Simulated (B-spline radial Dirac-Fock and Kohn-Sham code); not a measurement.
X-ray scattering factor of Sb²⁶⁺

System: Sb²⁶⁺ in the configuration [Ar] 3d7.

Input of the calculation (task.json; shells as n, l, electrons):

```json
{"items": [{
  "Z": 51,
  "q": 26,
  "cfg": [[1, 0, 2], [2, 0, 2], [2, 1, 6], [3, 0, 2], [3, 1, 6], [3, 2, 7]],
  "A": 121,
  "rrms": 4.6802,
  "do": ["scatter"],
  "s": [0.0, 0.05, 0.1, 0.15, 0.2, 0.25, 0.3, 0.35, 0.4, 0.45, 0.5, 0.6, 0.7, 0.8, 0.9, 1.0, 1.1, 1.2, 1.4, 1.6, 1.8, 2.0, 2.5, 3.0, 3.5, 4.0, 5.0, 6.0],
  "pz": [0, 0.1, 0.2, 0.3, 0.4, 0.5, 0.6, 0.8, 1.0, 1.2, 1.4, 1.6, 1.8, 2.0, 2.5, 3.0, 4.0, 5.0, 7.0, 10.0, 15.0, 20.0, 30.0, 40.0, 60.0, 100.0],
  "hv_scatter": [1000, 5000, 8047.8, 10000, 17479.3, 30000, 50000, 200000]
}]}
```

Run with: `python xray_run.py task.json out`

These are calculated numbers from a radial B-spline solver; the model is configuration-average Dirac-Fock orbitals. f₀ is the Fourier transform of the spherical electron density, S the Waller-Hartree incoherent function, and s = sin θ/λ.

| s (Å⁻¹) | f₀ | S |
| --- | --- | --- |
| 0 | 25.000 | 0.000 |
| 0.05 | 24.969 | 0.027 |
| 0.1 | 24.876 | 0.109 |
| 0.15 | 24.722 | 0.244 |
| 0.2 | 24.509 | 0.431 |
| 0.25 | 24.240 | 0.667 |
| 0.3 | 23.915 | 0.949 |
| 0.35 | 23.540 | 1.273 |
| 0.4 | 23.118 | 1.636 |
| 0.45 | 22.652 | 2.033 |
| 0.5 | 22.148 | 2.460 |
| 0.6 | 21.042 | 3.386 |
| 0.7 | 19.838 | 4.377 |
| 0.8 | 18.576 | 5.401 |
| 0.9 | 17.291 | 6.429 |
| 1 | 16.018 | 7.438 |
| 1.1 | 14.784 | 8.412 |
| 1.2 | 13.613 | 9.338 |
| 1.4 | 11.519 | 11.024 |
| 1.6 | 9.804 | 12.484 |
| 1.8 | 8.466 | 13.735 |
| 2 | 7.457 | 14.809 |
| 2.5 | 5.916 | 16.923 |
| 3 | 5.044 | 18.498 |
| 3.5 | 4.349 | 19.727 |
| 4 | 3.701 | 20.695 |
| 5 | 2.613 | 22.032 |
| 6 | 1.906 | 22.827 |

f₀ starts at the number of electrons, 25, and has fallen to half at s ≈ 1.31 Å⁻¹. The sum of ⟨r²⟩ over the electrons is 1.688 bohr².
